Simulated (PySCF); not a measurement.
Mean harmonic wavenumber (cm⁻¹) of eight halogen compounds: PBE-D3(BJ) beside B3LYP-D3(BJ), computed with PySCF for isolated molecules in the bases named; differences from unrounded values. The eight are the first of their class met in an unordered collection, after screening for sound electronic states; none was chosen by its value. Each level has its own optimised geometry.

| molecule | basis | B3LYP-D3(BJ) | PBE-D3(BJ) | difference |
|---|---|---|---|---|
| 1,2-difluorocyclopenta-1,3-diene (C₅H₄F₂), SMILES C1C(=C(C=C1)F)F | def2-SVP | 1252 | 1216 | -35 |
| C4H4Cl2, SMILES ClC=C=C(Cl)C | def2-SVP | 1211 | 1177 | -34 |
| Se(Cl)(SMe) (CH3ClSSe), SMILES S([Se]Cl)C | def2-SVP | 1170 | 1138 | -32 |
| C₄H₇Cl, SMILES C[C@@H]1C[C@H]1Cl | def2-SVP | 1460 | 1422 | -38 |
| C₅H₅Cl, SMILES C(=C(/C#C)Cl)/C | def2-SVP | 1300 | ___ | ___ |
| (Z)-1,2-dibromo-1,2-difluoroethene (C2Br2F2), SMILES F/C(Br)=C(\F)Br | def2-SVP | 631 | ___ | ___ |
| C5H3F, SMILES C#CC(F)C#C | def2-SVP | 1216 | 1174 | -42 |
| C4H4ClF, SMILES CC(Cl)=C=CF | def2-SVP | 1242 | ___ | ___ |

Q: Some entries are withheld; supply them. (Estimate from the structure and the level; the computed values follow.)

A: 
- C₅H₅Cl, SMILES C(=C(/C#C)Cl)/C, PBE-D3(BJ): 1263
- C₅H₅Cl, SMILES C(=C(/C#C)Cl)/C, difference: -37
- (Z)-1,2-dibromo-1,2-difluoroethene (C2Br2F2), SMILES F/C(Br)=C(\F)Br, PBE-D3(BJ): 611
- (Z)-1,2-dibromo-1,2-difluoroethene (C2Br2F2), SMILES F/C(Br)=C(\F)Br, difference: -20
- C4H4ClF, SMILES CC(Cl)=C=CF, PBE-D3(BJ): 1206
- C4H4ClF, SMILES CC(Cl)=C=CF, difference: -36

PBE-D3(BJ) lies below B3LYP-D3(BJ) in 8 and above it in 0 of the eight; the mean signed difference is -34 and the largest -42 cm⁻¹.
